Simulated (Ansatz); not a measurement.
Input for Ansatz (a quantum-chemistry and plane-wave program): U-B3LYP/def2-TZVPP on S (SMILES [S]).

Ansatz 0.2 input:
```yaml
crystal:
  periodic: [false, false, false]
  atoms:
    - {symbol: S, position_ang: [0.00000000, 0.00000000, 0.00000000]}
basis:
  gaussian:
    orbitals: def2-TZVPP
hamiltonian:
  xc: {name: B3LYP}
magnetization: {spin_polarized: true, initial_magnetization: 2}
```

The log:

```
WARN ansatz: RAYON_NUM_THREADS=4 ignored (pool sized by the plan → 4); use --threads N
Functional definition: B3LYP
integrals: 0.00 GiB planned
296 factors; their error is unknown
mean field: 0.13 GiB planned
mean field evaluation 1: about -10833.6048 eV, gradient 4.8e0 eV
mean field evaluation 2: about -10833.7070 eV, gradient 2.3e0 eV
mean field evaluation 4: about -10833.7264 eV, gradient 7.1e-2 eV
mean field evaluation 8: about -10833.7344 eV, gradient 1.4e-3 eV
mean field -10833.73435790 eV, -398.1323942839 hartree, gradient 6.9e-6 eV, S^2 2.003657; 0 other end points of the search recorded, 0 dependent functions left out
reference -10833.73449657 eV, -398.1323993801 hartree; 9, 7 occupied and 33, 35 virtual orbitals, 296 factors
Total energy: -10833.73449657 eV, -398.1323993801 hartree
```

Self-consistency was reached.

Cost: around 0.6 core-seconds (rough).
